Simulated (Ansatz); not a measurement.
Reaction (substitution at a C–Br bond): `NBCBr` + H–F → `NBCF` + HBr

Calculated with Ansatz (gas phase, PBE0-D4/def2-TZVP geometries, no zero-point term in ΔE). CCSD(T)/CBS is the MP2 limit (def2-TZVPP, def2-QZVPP) plus CCSD(T) − MP2 in def2-TZVPP, frozen cores. This one scheme is used for every species. Functionals use def2-TZVPP. B3LYP here is the variant with VWN-RPA as its local correlation; programs differ in this. HSE06 is defined as in plane-wave codes. For Br outer-core shells are correlated without core-valence functions, which leaves a few kJ/mol of doubt a bond. Scalar relativity is left out up to krypton. One conformer a species, not always the lowest.

| level | ΔE (kJ/mol) | difference from CCSD(T)/CBS |
| --- | --- | --- |
| LDA (SPW92) | 38.3 | -13.1 |
| PBE0-D4 | 43.4 | -8.0 |
| r2SCANh-D4 | 39.2 | -12.2 |
| CAM-B3LYP-D4 | 29.8 | -21.6 |
| ωB97M-V | 37.9 | -13.5 |
| PBE | 37.2 | -14.2 |
| BLYP | 26.5 | -24.9 |
| B3LYP | 29.1 | -22.3 |
| r2SCANh | 38.1 | -13.3 |
| HSE06 | 39.8 | -11.6 |
| RPA@PBE/def2-TZVPP | 40.1 | -11.3 |
| MP2/def2-SVP | 30.4 | -21.0 |
| CCSD/def2-SVP | 17.2 | -34.2 |
| CCSD(T)/def2-SVP | 19.4 | -32.0 |
| SCS-MP2/def2-TZVPP | 48.7 | -2.7 |
| HF/def2-QZVPP | 23.4 | -28.0 |
| CCSD(T)/CBS | 51.4 | 0 |

Largest T1 diagnostic among the species: 0.012.

At CCSD(T), def2-SVP lies −32.0 kJ/mol from the extrapolated value and def2-TZVPP −4.9 kJ/mol. Leaving LDA and LC-ωPBE aside and taking each functional with its dispersion term where it has one, the values, not all of them listed here, spread over 18.2 kJ/mol, from CAM-B3LYP-D4 to PBE-QIDH.
